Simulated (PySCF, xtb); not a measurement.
AlFH2O, SMILES [OH][AlH][F]. One conformer was computed; it need not be the lowest.

Harmonic wavenumbers (cm⁻¹) from GFN2-xTB (xtb) at its own minimum, in rising order: 194, 386, 460, 476, 619, 728, 943, 2065, 3770.

What does PBE-D3(BJ)/def2-TZVP (PySCF) give at its own minimum? (The exact figures need the calculation; the answer reports its results.)

234, 368, 483, 594, 651, 766, 888, 1968, 3799. Paired by order, the mean absolute difference is 50 cm⁻¹ and the zero-point energies are 13.8 and 13.9 kcal/mol.
